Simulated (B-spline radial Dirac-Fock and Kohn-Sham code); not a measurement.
Ba³⁺: eigenvalues, ΔSCF and the reference

System: the Ba³⁺ ion, configuration [Kr] 4d10 5s2 5p5.

The density-functional columns are spherical, spin-unpolarised Dirac-Kohn-Sham results without Breit or QED terms: −ε is minus the orbital energy of the initial state and ΔSCF the difference of two total energies. The reference in the last column comes from ΔSCF Dirac-Fock with Breit, self-energy and vacuum polarisation, finite nucleus, configuration average. All numbers are from an atomic code on a B-spline grid, in eV; a selection of levels is shown. The Kohn-Sham columns are given as differences from the reference. For the 1s level of heavy atoms much of the gap between ΔSCF and the reference is the Breit and QED part, -139.0 eV here; for other levels the error of the functional can be larger.

| level | PBE −ε − DF | PBE ΔSCF − DF | LDA −ε − DF | LDA ΔSCF − DF | Dirac-Fock |
| --- | --- | --- | --- | --- | --- |
| 1s | -222.5 | +167.6 | -261.8 | +127.1 | 37474.8 |
| 2s | -123.5 | -51.6 | -128.5 | -56.3 | 6031.3 |
| 2p1/2 | -94.1 | -4.4 | -96.0 | -6.3 | 5660.8 |
| 2p3/2 | -98.9 | -15.9 | -100.4 | -17.2 | 5283.9 |
| 3s | -64.0 | -38.5 | -65.5 | -39.8 | 1331.5 |
| 3p1/2 | -51.9 | -25.4 | -52.4 | -25.8 | 1176.2 |
| 3p3/2 | -51.4 | -25.9 | -51.7 | -26.2 | 1101.9 |
| 3d3/2 | -33.1 | -4.5 | -32.8 | -4.2 | 832.3 |
| 3d5/2 | -33.5 | -5.3 | -33.2 | -5.0 | 817.0 |
| 4s | -29.5 | -17.2 | -30.0 | -17.7 | 298.8 |
| 4p1/2 | -23.1 | -11.1 | -23.3 | -11.3 | 240.4 |
| 4d3/2 | -10.7 | +0.3 | -10.6 | +0.4 | 127.4 |
| 4d5/2 | -10.8 | +0.1 | -10.7 | +0.2 | 124.9 |
| 5s | -7.9 | -1.4 | -7.6 | -1.1 | 65.65 |
| 5p | -4.9 | +1.0 | -4.6 | +1.2 | 47.04 |

Values without a named source are computed, but for edge energies of neutral atoms, which are taken from tables.
